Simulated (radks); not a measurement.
Results of a calculation; reference values are marked as such.
Ionisation of the tin ion Sn+, [Kr] 4d10 5s2 5p1, to [Kr] 4d10 5s2 as the strength of local exchange is varied. Level of theory: Dirac Kohn-Sham, Slater X-alpha exchange (alpha = 2/3 is LDA exchange), no correlation, spin-unpolarised, spherical densities, point nucleus; open shells fill j = l - 1/2 first (a radial shooting solver on a logarithmic mesh with Libxc functionals).

alpha,E(Sn+) (hartree),exchange (hartree),IE (eV),-e of the level emptied (eV),<r> of it (bohr)
0.589,-6150.67462,-136.38970,12.881,9.131 (5p1/2),2.931
0.667,-6168.76220,-154.89251,13.548,9.748 (5p1/2),2.864
0.668,-6168.99443,-155.13040,13.557,9.756 (5p1/2),2.863
0.686,-6173.17596,-159.41518,13.713,9.901 (5p1/2),2.849
0.697,-6175.73269,-162.03634,13.809,9.991 (5p1/2),2.840
0.867,-6215.37608,-202.80479,15.333,11.416 (5p1/2),2.711
0.904,-6224.03674,-211.74244,15.675,11.738 (5p1/2),2.685

NIST Atomic Spectra Database: 14.633 eV (measured). The Delta-SCF value meets it near alpha = 0.79. Spin polarisation and multiplet splitting are left out, so open shells lie too high by an amount that depends on their filling.

Beside tabulated values, note that spin-unpolarised runs miss the spin-polarisation part of the exchange energy of open shells.
